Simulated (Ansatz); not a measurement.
Species: sum formula Si$_{2}$NH$_{3}$Cl$_{4}$, net charge 0, singlet state. 
Coordinates optimised at B3LYP-D3(BJ)/def2-TZVP (Ansatz, a program for electronic structure):
```xyz
10

Cl     2.2985    -0.5977     1.9937
Si     1.4381     0.4799     0.4745
Cl     2.8539     0.6892    -0.9957
N      0.0522    -0.3204    -0.1267
Si    -1.5575     0.2524    -0.1849
Cl    -2.8071    -0.9760     0.8823
Cl    -2.2479     0.2868    -2.1167
H      1.0444     1.8008     0.9694
H      0.2041    -1.2525    -0.4953
H     -1.5993     1.6042     0.3770
```

Atomisation energy built up term by term with Ansatz (kcal/mol; UHF references for open shells; valence terms freeze the core; atomic spin-orbit terms are left out). Basis-set limits of correlation are two-point, X^-3; Hartree-Fock from the larger set.

| term | basis | kcal/mol |
|---|---|---|
| Hartree-Fock | cc-pV(Q+d)Z | ? |
| CCSD correlation | CBS(cc-pV(T+d)Z,cc-pV(Q+d)Z) | 207.37 |
| (T) | CBS(cc-pV(T+d)Z,cc-pV(Q+d)Z) | ? |
| core correlation | cc-pwCVTZ | 1.11 |
| scalar relativity (X2C) | cc-pVTZ-DK against cc-pVTZ | -2.69 |
| sum: De |  | ? |

Question: Complete the blanks.

Answer: 
- Hartree-Fock, kcal/mol: 594.83
- (T), kcal/mol: 18.02
- sum: De, kcal/mol: 818.6
